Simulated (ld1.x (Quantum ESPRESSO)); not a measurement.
## An all-electron radial function and its pseudo partner (Ge (Z = 32))

Columns: radius, all-electron u(r) and pseudo u(r) of the 4p shell (level -19.81 eV) of germanium in the configuration [Ar] 3d10 4s2 4p0; PBE, scalar-relativistic, RRKJ scheme, ld1.x (Quantum ESPRESSO) 7.5.

```csv
r (bohr),all-electron,pseudo
0.090,0.1823,0.0009
0.180,0.1010,0.0040
0.270,-0.1038,0.0105
0.360,-0.2561,0.0222
0.450,-0.3141,0.0407
0.540,-0.2928,0.0676
0.630,-0.2196,0.1038
0.720,-0.1185,0.1492
0.810,-0.0059,0.2026
0.900,0.1074,0.2623
0.990,0.2151,0.3255
1.080,0.3136,0.3893
1.170,0.4011,0.4511
1.260,0.4770,0.5085
1.350,0.5412,0.5599
1.440,0.5942,0.6042
1.530,0.6368,0.6412
1.620,0.6696,0.6710
1.710,0.6936,0.6937
1.800,0.7095,0.7095
1.890,0.7182,0.7182
1.980,0.7206,0.7206
2.070,0.7175,0.7175
2.160,0.7096,0.7096
2.250,0.6977,0.6977
2.340,0.6825,0.6825
```

Question: How many radial nodes do the two functions have?

Answer: The all-electron 4p function has n − l − 1 = 2; the pseudo-wave has 0, since the states of the same l below it are removed with the core.

Question: At about which radius was the pseudo-wave matched?

Answer: 1.80 bohr, where the columns begin to agree (steps of 0.09 bohr).

Question: Is the pseudo-wave norm-conserving?

Answer: Yes: the RRKJ scheme keeps the norm inside the radius equal to the all-electron one, which fixes the energy derivative of the logarithmic derivative at the level.
